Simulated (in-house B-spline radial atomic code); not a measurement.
## PBE excitations of P³⁺

Method: PBE. Computed with an all-electron radial atomic-structure program (B-spline basis): linear response of the closed shell [Ne] 3s2 with the functional's adiabatic kernel; non-relativistic, point nucleus, no spin-orbit coupling, no double excitations, S, P, D and F terms only.

Command:
```bash
python run_td.py task.json out
```
Settings (radii: box in bohr, nucleus in fm):
```
Z                        15
electrons                12
configuration            [Ne] 3s2
hamiltonian              nr
method                   pbe,pbe
box_radius               23.08
intervals                52
```

Time taken, with all properties: 0.1 s on 1 thread of Intel(R) Xeon(R) 6975P-C (Granite Rapids), with other jobs on the host.

The lowest states, in the order of their Tamm-Dancoff energies; the method's threshold (minus the highest occupied level) is 45.50 eV. Labels give the largest channel, * marks a mixed state, and oscillator strengths are full-response dipole values. Semilocal kernels can invert the small singlet-triplet splittings of Rydberg terms. Energies in eV:

```
     state  full response  Tamm-Dancoff  oscillator strength
3s → 3p 3P          7.801         8.089                    -
3s → 3p 1P         12.961        13.492                 1.46
3s → 3d 3D         21.493        21.619                    -
3s → 3d 1D         23.566        23.575                    -
3s → 4s 3S              ?             ?                    -
3s → 4s 1S         28.355        28.380                    -
3s → 4p 3P          30.58         30.59                    -
3s → 4p 1P          30.97         31.01               0.0577
3s → 4d 3D          34.79         34.81                    -
3s → 4d 1D          35.09         35.09                    -
3s → 4f 3F          36.03         36.04                    -
3s → 4f 1F          36.14         36.15                    -
3s → 5s 3S              ?             ?                    -
3s → 5s 1S          36.70         36.70                    -
3s → 5p 3P          37.66         37.66                    -
3s → 5p 1P          37.75         37.76               0.0243
```

(1) Where does 3s → 4s 3S lie?

(2) Where does 3s → 5s 3S lie?

(3) How large is the singlet-triplet splitting of 3s → 3p (P terms) in Tamm-Dancoff?

(4) What polarisabilities and dispersion coefficient does the method give?

Answers

(1) At 27.452 eV in full response, 27.458 eV in Tamm-Dancoff.

(2) At 36.47 eV in full response, 36.47 eV in Tamm-Dancoff.

(3) 5.4 eV, from the unrounded values.

(4) Dipole 6.685 bohr³, quadrupole 14.02 bohr⁵, C6 16.83 hartree·bohr⁶ for two such species.
